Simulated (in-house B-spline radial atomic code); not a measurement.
A fraction x of an electron is removed from 2p in N+, starting from [He] 2s2 2p2 and keeping the highest spin. Computed with a B-spline radial code for spherical atoms: non-relativistic AM05, spin-polarised, spherical fractional occupations, point nucleus.

```
   x  E(x) - E(0) (eV)  2p up level (eV)
   0            0.0000           -21.956
0.07            1.5743           -23.027
0.22            5.2029           -25.364
0.28            6.7532           -26.316
0.48           12.3385           -29.553
 0.5           12.9328           -29.882
0.61           16.3200           -31.709
0.68           18.5808           -32.886
0.82           23.3513           -35.273
0.97           28.8370           -37.877
   1           29.9812           -38.403
```

The exact functional would give a straight line between the two integer points. Deviations E(x) - E(0) - x[E(1) - E(0)], in eV: -0.524 at x = 0.07, -1.393 at x = 0.22, -1.642 at x = 0.28, -2.052 at x = 0.48, -2.058 at x = 0.5, -1.969 at x = 0.61, -1.806 at x = 0.68, -1.233 at x = 0.82, -0.245 at x = 0.97.

The curve lies below the straight line by up to 2.058 eV (at x = 0.5): convex, the delocalisation error that favours fractional charges.

How well does Slater's transition state (minus the level at half occupation) give the ionisation energy?

It gives 29.882 eV against 29.981 eV from the two total energies; NIST lists 29.60 eV, ground level to ground level.
